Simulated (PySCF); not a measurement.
Isomers of C6H7FS, one GFN2-xTB conformer each. Single-point energies are computed at PBE0/pcSseg-1 (PySCF, gas phase, no added dispersion term), electronic only.

Question: Rank them by PBE0/pcSseg-1 energy, lowest first (kJ/mol).
A. `[F:1][C@@H:2]1[CH2:3][CH:4]=[CH:5][C:6](=[S:7])[CH2:8]1` with F1–C2–C3–C4 -171°, C2–C3–C4–C5 22°, C4–C5–C6–S7 -179°, C5–C6–C8–C2 -33°
B. `[F:1][CH2:2][CH2:3][c:4]1[cH:5][cH:6][cH:7][s:8]1` with F1–C2–C3–C4 -67°, C2–C3–C4–C5 88°
C. `[CH:1]#[C:2][CH2:3][C@@H:4]([F:5])[S:6][CH:7]=[CH2:8]` with C2–C3–C4–F5 69°, C3–C4–S6–C7 176°, C4–S6–C7–C8 -175°
D. `[F:1]/[CH:2]=[C:3]1\[CH2:4][CH2:5][C:6](=[S:7])[CH2:8]1` with C2–C3–C4–C5 -156°, C3–C4–C5–C6 -22°, C4–C5–C6–S7 -167°, C5–C6–C8–C3 0°
E. `[CH3:1][c:2]1[cH:3][cH:4][c:5]([CH2:6][F:7])[s:8]1` with C4–C5–C6–F7 -78°

Answer: E (0.0), B (5.2), A (25.8), D (72.0), C (261.2).

As drawn, the lowest has an aromatic ring, which the highest lacks; the highest has a C≡C bond and a C=C bond outside aromatic rings, which the lowest lacks. Neighbours under 10 kJ/mol apart (Cc1ccc(CF)s1 and FCCc1cccs1) can change places with a better method, another conformer or zero-point energy. GFN2-xTB itself gives, in the same order: 0.0, 6.6, 25.0, 44.4, 262.0. Both levels put the same isomer lowest; measured from each level's own lowest isomer, the values differ by up to 27.6 kJ/mol (F/C=C1\CCC(=S)C1: 44.4 against 72.0).

Q: Which frontier levels, dipoles and rotational constants go with these structures?

A: 
```
             SMILES  HOMO (eV, PBE0/pcSseg-1)  LUMO (eV)  dipole (D)       A, B, C (MHz)
       Cc1ccc(CF)s1                     -6.76      -0.69        2.35   4268, 1075, 918.3
         FCCc1cccs1                     -6.71      -0.41        1.21   3405, 1174, 991.3
F[C@@H]1CC=CC(=S)C1                     -6.45      -2.69        3.19   3171, 1180, 885.9
   F/C=C1\CCC(=S)C1                     -6.43      -2.16        1.32  5432, 830.3, 735.5
  C#CC[C@@H](F)SC=C                     -6.64      -0.03        1.29  5372, 764.8, 715.7
```
